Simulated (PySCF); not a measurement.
Compound: C₆H₉NS.
Geometry (PBE0-D3(BJ)/def2-SVP, Å), atoms numbered from 1 in this order:
```
atom  x, y, z in Å
C1    -1.417    1.304    0.414
C2    -0.778   -0.042    0.705
S3    -2.011   -1.385    0.917
C4     0.131   -0.488   -0.413
C5     1.223   -1.470   -0.167
C6     1.575   -0.027   -0.453
C7     2.087    0.808    0.599
N8     2.486    1.488    1.448
H9    -0.638    2.075    0.294
H10   -2.075    1.619    1.237
H11   -2.018    1.260   -0.506
H12   -0.189    0.021    1.635
H13   -2.722   -0.782    1.895
H14   -0.356   -0.526   -1.394
H15    1.361   -1.817    0.860
H16    1.465   -2.203   -0.939
H17    1.991    0.207   -1.438
```

Level: wB97X-D/def2-SVPD in PySCF, non-relativistic, on one gas-phase PBE0-D3(BJ)/def2-SVP geometry that isn't relaxed in the solvent. The solvent is an IEF-PCM continuum (van der Waals radii × 1.2), and excitations are vertical TDDFT with non-equilibrium linear response and a frozen core. The model holds no explicit solvent molecules, cavitation or dispersion.

Gas-phase singlets (H = HOMO, L = LUMO):

```
state  E (eV)  λ (nm)      f               leading configurations
   S1   5.634     220  0.002                   H→L 57%, H→L+2 28%
   S2   6.392     194  0.032                  H→L+1 74%, H→L+2 9%
   S3   7.147     173  0.000  H-1→L 27%, H-1→L+2 13%, H-1→L+6 12%
   S4   7.433     167  0.019        H→L+2 38%, H→L+5 26%, H→L 10%
   S5   7.580     164  0.012               H→L+3 34%, H-1→L+3 13%
```

Question: How does the list change in chloroform (ε = 4.711)?

Answer: 
```json
{"state": "S1", "E (eV)": "5.743", "λ (nm)": "216", "f": "0.002", "leading configurations": "H→L 57%, H→L+3 24%", "change by rank (eV)": "+0.109"}
{"state": "S2", "E (eV)": "6.452", "λ (nm)": "192", "f": "0.056", "leading configurations": "H→L+1 81%, H→L+2 10%", "change by rank (eV)": "+0.060"}
{"state": "S3", "E (eV)": "7.138", "λ (nm)": "174", "f": "0.000", "leading configurations": "H-1→L 35%, H-1→L+3 24%", "change by rank (eV)": "-0.009"}
{"state": "S4", "E (eV)": "7.527", "λ (nm)": "165", "f": "0.067", "leading configurations": "H→L+3 34%, H→L+5 25%", "change by rank (eV)": "+0.094"}
{"state": "S5", "E (eV)": "7.576", "λ (nm)": "164", "f": "0.011", "leading configurations": "H→L+2 20%, H→L+5 20%, H-1→L+2 15%", "change by rank (eV)": "-0.004"}
```

Question: How does the list change in acetonitrile (ε = 35.69)?

Answer: 
| state | E (eV) | λ (nm) | f | leading configurations | change by rank (eV) |
| --- | --- | --- | --- | --- | --- |
| S1 | 5.794 | 214 | 0.001 | H→L 58%, H→L+3 22%, H→L+4 8% | +0.160 |
| S2 | 6.493 | 191 | 0.059 | H→L+1 81%, H→L+2 12% | +0.101 |
| S3 | 7.127 | 174 | 0.001 | H-1→L 38%, H-1→L+3 26% | -0.020 |
| S4 | 7.541 | 164 | 0.084 | H-1→L+2 20%, H→L+3 13%, H→L+2 10% | +0.108 |
| S5 | 7.593 | 163 | 0.001 | H→L+5 32%, H→L+3 19%, H→L+4 14% | +0.013 |

Question: The ground-state energy changes by -0.387 eV from gas to acetonitrile. By how much does the total energy of gas-phase S2 change?

Answer: E(S2) = E(S0) + excitation energy, so it changes by -0.387 + 0.101 = -0.286 eV: it is lowered less than the ground state, which is what a blue shift means. This is the vertical state, with the slow part of the continuum still set for S0.

Question: How do the frontier levels move from gas to acetonitrile?

Answer: 
```csv
orbital,gas (eV),solvent (eV),change (eV),"Löwdin shares, gas","Löwdin shares, solvent"
LUMO+2,2.12,2.26,+0.14,"S3 42 %, H17 7 %, C2 6 %, C6 6 %","N8 23 %, S3 22 %, C7 21 %, C5 9 %"
LUMO+1,1.91,2.04,+0.13,"S3 49 %, H13 10 %, N8 5 %, H17 5 %","S3 52 %, N8 8 %, H13 8 %, C7 8 %"
LUMO,1.75,2.00,+0.25,"S3 31 %, H13 10 %, N8 7 %, C6 6 %","S3 33 %, N8 14 %, C7 11 %, C6 6 %"
HOMO,-8.97,-8.92,+0.05,"S3 75 %, C2 10 %, H13 6 %","S3 75 %, C2 10 %, H13 6 %"
HOMO-1,-10.47,-10.34,+0.13,"N8 24 %, C6 20 %, C7 15 %, C4 13 %","C6 23 %, N8 18 %, C4 15 %, C7 11 %"
HOMO-2,-10.93,-10.71,+0.22,"C5 22 %, N8 18 %, C4 16 %, C7 13 %","C5 28 %, C4 18 %, N8 12 %, C6 11 %"
HOMO-3,-11.30,-11.19,+0.11,"S3 45 %, C2 13 %, N8 8 %, C1 8 %","S3 44 %, C2 12 %, C1 9 %, N8 6 %"
```

The HOMO–LUMO gap goes from 10.72 to 10.92 eV. Rows go by rank; for HOMO-2, LUMO+1 and LUMO+2 the atom shares or the degeneracy differ between the runs, so the row needn't follow one orbital.

On an AMD EPYC 9R45 with one thread, no GPU (shared host), this took 24 s and 1.2 GiB of memory at its peak. This is the whole response run at wB97X-D/def2-SVPD in acetonitrile, SCF included.

The pairwise dispersion term of wB97X-D wasn't added to the energies; at a given geometry it leaves orbitals and properties as they are.
